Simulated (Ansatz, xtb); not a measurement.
Species: B$_{2}$H$_{4}$, net charge 0, singlet state. 
Geometry from a B3LYP-D3(BJ)/def2-TZVP (Ansatz, a first-principles code) optimisation:
SMILES: BB
```xyz
6

B      0.0005     0.0106     0.8133
B     -0.0005    -0.0106    -0.8133
H      1.0141     0.0110     1.4491
H     -1.0125     0.0267     1.4501
H      0.0070     0.9944    -1.4628
H     -0.0087    -1.0321    -1.4364
```
Charge 0, spin multiplicity 1.

Harmonic wavenumbers from GFN2-xTB (xtb, at its own minimum), cm⁻¹: 405, 405, 477, 825, 825, 899, 1163, 1172, 2599, 2607, 2614, 2615.

Problem. Give the harmonic wavenumbers at B3LYP-D3(BJ)/def2-TZVP (Ansatz, finite differences of forces, unscaled).

Solution. 393, 393, 567, 877, 998, 998, 1136, 1201, 2557, 2577, 2622, 2622 cm⁻¹. Zero-point energy 24.2 kcal/mol.

Problem. From these and the geometry, give the ideal-gas thermochemistry at 298.15 K and 1 atm (rigid rotor, harmonic oscillator).

Solution. Point group D2d, rotational symmetry number 4. Rotational constants 122.1, 20.34, 20.34 GHz. S(trans) 35.66, S(rot) 16.64, S(vib) 2.93, S(elec, spin only) 0.00, S 55.2 cal/(mol K). H(298) - H(0) 2.99 kcal/mol; G - E(el) 10.7 kcal/mol.
